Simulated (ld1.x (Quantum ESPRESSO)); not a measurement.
Scattering properties, ultrasoft potential for Nd

```
Element                 : Nd (Z = 60)
Generator               : ld1.x (Quantum ESPRESSO) 7.5
Type                    : ultrasoft
Functional              : PBE
Relativity              : fully relativistic
Frozen core             : [Kr] 4d10
Valence charge          : 14
Reference configuration : 4f4 5s2 5p6 5d0 6s0 6p0 (charge +2)
Partial waves           : 5s (bound): rcut 1.85, rcutus 2.25 bohr; 6s (bound, empty): rcut 1.85, rcutus 2.25 bohr; 5p (bound): rcut 2.95, rcutus 3.20 bohr; 6p (bound, empty): rcut 2.95, rcutus 3.20 bohr; 5d (bound, empty): rcut 2.40, rcutus 2.80 bohr; 5d channel at 2.75 Ry: rcut 2.40, rcutus 2.80 bohr; 4f (bound): rcut 1.60, rcutus 1.85 bohr; 4f channel at 2.3 Ry: rcut 1.60, rcutus 1.85 bohr
Local potential         : all-electron potential smoothed inside 1.40 bohr (lloc = -1)
Core correction         : none
Augmentation charge     : built from norm-conserving waves at rcut, not smoothed further
```

Open shells are filled in proportion to 2j + 1 (rel_dist='average').

The phase is arctan(r·u′/u) with u = r·R(r), unwrapped; energies in Ry, scanned from -6 to 5 Ry. A pole is an energy at which the radial function vanishes at the test radius. The pseudo phase is shifted by a multiple of π to meet the all-electron one at the reference energy, and phase errors are pseudo minus all-electron; the curves can meet again beyond the range given. Levels narrower than the energy grid can be missing from the lists of poles.

Q: For each channel, where are the poles, and over which energies does the pseudopotential scatter like the atom?

A:

```json
{"channel": "s", "radius (bohr)": "3.49", "reference energy (Ry)": "-0.98", "poles, all-electron": "-3.90, 0.50", "poles, pseudo": "-4.09, -3.90, 1.08", "unbroken range about the reference energy with phases within 0.05 rad": "not even at the reference energy", "phase error 1 Ry above the reference energy (rad)": "+0.120"}
{"channel": "p1/2", "radius (bohr)": "3.49", "reference energy (Ry)": "-0.73", "poles, all-electron": "-2.68, 1.30", "poles, pseudo": "-2.67, 2.48", "unbroken range about the reference energy with phases within 0.05 rad": "not even at the reference energy", "phase error 1 Ry above the reference energy (rad)": "+0.842"}
{"channel": "p3/2", "radius (bohr)": "3.49", "reference energy (Ry)": "-0.70", "poles, all-electron": "-2.43, 1.52", "poles, pseudo": "-2.42, -2.04, -0.19", "unbroken range about the reference energy with phases within 0.05 rad": "not even at the reference energy", "phase error 1 Ry above the reference energy (rad)": "-0.702"}
{"channel": "d3/2", "radius (bohr)": "3.49", "reference energy (Ry)": "-1.01", "poles, all-electron": "-0.63, 3.17", "poles, pseudo": "-0.62, 4.59", "unbroken range about the reference energy with phases within 0.05 rad": "below 0.1", "phase error 1 Ry above the reference energy (rad)": "+0.034"}
{"channel": "d5/2", "radius (bohr)": "3.49", "reference energy (Ry)": "-0.99", "poles, all-electron": "-0.59, 3.23", "poles, pseudo": "-0.58, 4.63", "unbroken range about the reference energy with phases within 0.05 rad": "below 0.2", "phase error 1 Ry above the reference energy (rad)": "+0.031"}
{"channel": "f5/2", "radius (bohr)": "3.49", "reference energy (Ry)": "-1.09", "poles, all-electron": "-1.06, 1.54", "poles, pseudo": "-1.06, 2.13", "unbroken range about the reference energy with phases within 0.05 rad": "below -0.3", "phase error 1 Ry above the reference energy (rad)": "+0.109"}
{"channel": "f7/2", "radius (bohr)": "3.49", "reference energy (Ry)": "-1.06", "poles, all-electron": "-1.03, 1.56", "poles, pseudo": "-1.03, 2.14", "unbroken range about the reference energy with phases within 0.05 rad": "below -0.3", "phase error 1 Ry above the reference energy (rad)": "+0.120"}
```

A Bessel basis up to 400 Ry misses an occupied level by 0.80 Ry, so cutoffs and ghosts were not judged. Its overlap operator is not positive definite in a basis up to 400 Ry (lowest eigenvalue s -0.03, p1/2 -0.59, p3/2 -0.88), so the file is unfit for use: the generalised eigenproblem breaks down once the basis is large enough, and its test numbers describe a broken file.

Phases in the d5/2 channel:

```tsv
E (Ry)	all-electron	pseudo
-6.00	1.443	1.443
-5.48	1.436	1.436
-4.96	1.427	1.427
-4.44	1.416	1.417
-3.92	1.403	1.403
-3.40	1.385	1.386
-2.88	1.359	1.361
-2.36	1.318	1.320
-1.84	1.230	1.234
-1.32	0.820	0.830
-0.80	-1.412	-1.409
-0.28	-1.694	-1.678
0.24	-1.866	-1.812
0.76	-2.299	-2.018
1.28	-3.936	-2.725
1.80	-4.462	-4.066
2.32	-4.604	-4.435
2.84	-4.675	-4.562
3.36	-4.724	-4.627
3.88	-4.767	-4.670
4.40	-4.817	-4.700
4.92	-4.892	-4.726
```
